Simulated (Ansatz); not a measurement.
`[CH3][SbH][SiH3]` + H₂S → `[SiH3]S` + `[CH3][SbH2]` at 600 K and 1 bar (cleavage of the Si–Sb bond).

Calculated with Ansatz (gas phase, PBE0-D4/def2-TZVP geometries, no zero-point term in ΔE). CCSD(T)/CBS is the MP2 limit (def2-TZVPP, def2-QZVPP) plus CCSD(T) − MP2 in def2-TZVPP, frozen cores. This one scheme is used for every species. Elements past krypton have def2 core potentials. For Sb outer-core shells are correlated without core-valence functions, which leaves a few kJ/mol of doubt a bond.

```tsv
species	CCSD(T)/CBS energy (Eh)	H − E (kJ/mol)	S (J/(mol·K))
`[CH3][SbH][SiH3]`	-571.34920	237.0	435.8
H₂S	-398.97279	60.8	230.9
`[SiH3]S`	-689.27336	126.3	326.2
`[CH3][SbH2]`	-281.05548	168.8	339.9
```

H − E and S are ideal-gas, rigid-rotor, harmonic terms from PBE0-D4/def2-TZVP, for one conformer and one mirror image of each species. 1 Eh = 2625.50 kJ/mol, R = 8.31446 J/(mol·K).

By hand: ΔE, ΔH, ΔS and ΔG.

ΔE = (-689.27336) + (-281.05548) − (-571.34920) − (-398.97279) = -0.00685 Eh = -18.0 kJ/mol. Δ(H − E) = 126.3 + 168.8 − 237.0 − 60.8 = -2.7, so ΔH = -20.7 kJ/mol. ΔS = 326.2 + 339.9 − 435.8 − 230.9 = -0.6 J/(mol·K). ΔG = -20.7 − 600 × (-0.6)/1000 = -20.3 kJ/mol.

By hand: the equilibrium constant, and the temperature at which ΔG would vanish if ΔH and ΔS stayed fixed.

log₁₀ K = −ΔG/(RT ln 10) = 1.8. ΔG = 0 at ΔH/ΔS = 34500 K, far beyond where these terms or the molecules hold.

The number of gas molecules stays the same, so ΔS is small and ΔH decides. A doubt of 5 kJ/mol in ΔE shifts log₁₀ K by 0.4 here. Other conformers and mirror images would add mixing entropy, several J/(mol·K) or more a flexible species. These are equilibria of isolated gas molecules and say nothing of rates. Largest T1 diagnostic: 0.013 (customary marks: 0.02 for closed shells, 0.045 for open ones).
